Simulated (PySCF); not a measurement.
C²⁺ (carbon, charge +2): BP86 calculation

Configuration: [He] 2s2, closed-shell 1S. All numbers are calculated (PySCF 2.14, the spin-free X2C one-electron Hamiltonian (Gaussian nucleus), in cc-pVTZ-DK (4s3p2d1f, 30 functions)).

* Total energy: -36.5211 hartree
* One-electron energy: -44.1648 hartree
* Hartree (Coulomb) energy: 12.0552 hartree
* Exchange-correlation energy: -4.4116 hartree
* ⟨S²⟩: 0.0000
* ⟨L²⟩: 0.000
* Sum of ⟨r⟩: 3.260 bohr
* Sum of ⟨r²⟩: 4.564 bohr²
* Langevin diamagnetic susceptibility: -3.61 ×10⁻⁶ cm³/mol
* Time after the integrals: 0.14 s of wall time on 1 thread of Neoverse-N1 (shared host)

```
shell  electrons  mean orbital energy (eV)  rms radius, mean of both spins (bohr)
   1s          2                   -308.82                                  0.314
   2s          2                   -40.447                                   1.48
```
